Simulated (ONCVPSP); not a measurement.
# An all-electron radial function and its pseudo partner (S)

Columns: radius, all-electron u(r) and pseudo u(r) of the 3p shell (level -6.88 eV) of sulfur in the configuration [Ne] 3s2 3p4; BLYP, non-relativistic, ONCV scheme, ONCVPSP 4.0.1.

```
r (bohr)  all-electron  pseudo
   0.088       -0.1374  0.0065
   0.175       -0.2843  0.0251
   0.262       -0.3327  0.0550
   0.350       -0.2941  0.0953
   0.438       -0.2003  0.1442
   0.525       -0.0805  0.1996
   0.612        0.0477  0.2601
   0.700        0.1741  0.3242
   0.788        0.2904  0.3886
   0.875        0.3918  0.4501
   0.962        0.4784  0.5077
   1.050        0.5511  0.5609
   1.138        0.6096  0.6082
   1.225        0.6543  0.6485
   1.312        0.6871  0.6813
   1.400        0.7096  0.7058
   1.487        0.7225  0.7208
   1.575        0.7276  0.7272
   1.662        0.7261  0.7260
   1.750        0.7191  0.7191
   1.838        0.7077  0.7077
   1.925        0.6930  0.6930
   2.012        0.6756  0.6756
   2.100        0.6560  0.6560
   2.188        0.6348  0.6348
   2.275        0.6128  0.6128
```

Question: How many radial nodes do the two functions have?

Answer: The all-electron 3p function has n − l − 1 = 1; the pseudo-wave has 0, since the states of the same l below it are removed with the core.

Question: At about which radius was the pseudo-wave matched?

Answer: 1.75 bohr. The columns agree to 0.0005 from 1.57 bohr on; several derivatives are matched, so the curves merge somewhat inside the radius.

Question: Where does each function peak?

Answer: Outermost all-electron maximum near 1.57 bohr, pseudo maximum near 1.57 bohr (to the table’s step).

Question: Is the pseudo-wave norm-conserving?

Answer: Yes: the ONCV scheme keeps the norm inside the radius equal to the all-electron one, which fixes the energy derivative of the logarithmic derivative at the level.
